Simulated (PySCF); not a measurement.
Compound: C₄H₅ClFSi (doublet state).
SMILES with atom numbers: `[F:1][C:2]1=[C:3]([Cl:4])[CH:5][SiH2:6][CH2:7]1` (hydrogens: H8 on C5; H9, H10 on Si6; H11, H12 on C7)

Cartesian coordinates in Å at the GFN2-xTB level; atoms count from 1:
```xyz
12
C4H5ClFSi angstrom
F      1.020    2.371    0.027
C      0.555    1.113    0.010
C      1.388    0.017   -0.041
Cl     3.108    0.205   -0.088
C      0.773   -1.223   -0.053
Si    -1.075   -1.018    0.003
C     -0.907    0.893    0.046
H      1.360   -2.122   -0.091
H     -1.790   -1.466   -1.195
H     -1.727   -1.526    1.213
H     -1.377    1.399   -0.798
H     -1.327    1.355    0.942
```

Theory: UKS B3LYP, pcH-1 on C Cl F H Si, non-relativistic, mean-field spin-orbit, GIAO in PySCF. Geometry: GFN2-xTB; no solvent, vibrations or thermal averaging. Couplings are sensitive to structure, and on GFN2-xTB geometries they can be far from those on DFT ones. The SCF solution wasn't tested for stability. ⟨S²⟩ is 0.773 where a pure state has 0.75.

The Mulliken spin populations are largest on C5 (+0.65), C2 (+0.54) and C3 (-0.21). The positive populations add up to 1.32 and the negative ones to -0.32, together 2S = 1. The angles at C5 add up to 360.0°, so it is planar.

Task: Find Q in a(H) = Q·ρ(C) for the protons on the planar carbons that carry spin.

Result: 
| H | C | ρ(C) | a(H) (G) | a/ρ (G) |
| --- | --- | --- | --- | --- |
| H8 | C5 | +0.653 | -14.17 | -21.7 |

One proton gives one ratio, Q = -21.7 G, and no test of linearity. In every row coupling and population have opposite signs.

Task: How do the β-proton couplings of this frozen conformer go with θ, the angle between the C–H bond and the normal to the plane of the spin centre's three neighbours, both seen down the bond from centre to carbon?

Result: 
```csv
β H,on,centre,θ (°),cos²θ,a (G)
H11,C7,C2,32,0.72,+18.88
H12,C7,C2,32,0.72,+18.95
```

Couplings in gauss use g_iso = 2.0030.
